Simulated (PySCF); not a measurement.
Vertical excitations of a molecule CH6ClNSi from TDA-PBE0/def2-SVPD in PySCF, as energy in eV (oscillator strength): 6.94 (0.050), 7.71 (0.004), 7.81 (0.019), 7.86 (0.081), 8.09 (0.017), 8.15 (0.029), 8.28 (0.093), 8.34 (0.031), 8.60 (0.044), 8.78 (0.010). Lowest triplet (TDA): 6.52 eV. Geometry optimised at B3LYP-D3(BJ)/def2-SVP. The values are those of a single conformer.

Identify the compound among the candidates.
A) CN[SiH2]Cl
B) C[SiH](N)Cl
C) NC[SiH2]Cl

B, C[SiH](N)Cl
